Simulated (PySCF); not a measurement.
Delta-SCF ions had no search for a lower state. Excitations are Tamm–Dancoff values on a coarser integration grid. The basis has no diffuse functions, so Rydberg states are missing or too high.

Cartesian coordinates (Å):
```xyz
22

B      2.4842    -0.4140     0.6038
C      1.2353    -0.0069    -0.2073
C      0.4992     1.3371     0.0403
C     -0.9799     0.9329    -0.0282
C     -1.3175     0.1014     1.2201
C     -0.5872    -1.2438     0.9577
C      0.0869    -1.0145    -0.4034
C     -0.9872    -0.1662    -1.1032
S     -0.4984     0.3206    -2.7855
H      3.2140     0.4284     1.0793
H      2.8154    -1.5780     0.6799
H      1.7871     0.0761    -1.1821
H      0.7403     2.0716    -0.7413
H      0.7458     1.7906     1.0121
H     -1.6675     1.7731    -0.2049
H     -0.9807     0.6008     2.1410
H     -2.4044    -0.0462     1.3127
H      0.1492    -1.4971     1.7355
H     -1.2996    -2.0813     0.9052
H      0.3852    -1.9390    -0.9175
H     -1.9540    -0.6914    -1.1534
H     -1.4662     1.2457    -2.9610
```
Charge 0, spin multiplicity 1.

**Question.** Estimate the total energy, T1 excitation (TDA) and vertical ionisation energy (Delta-SCF) that PBE0-D3(BJ)/def2-TZVP // PBE0-D3(BJ)/def2-SVP (PySCF) returns for this input.

**Answer.** 
- total energy = -697.2113 Ha
- T1 excitation (TDA) = 4.59 eV
- vertical ionisation energy (Delta-SCF) = 8.82 eV
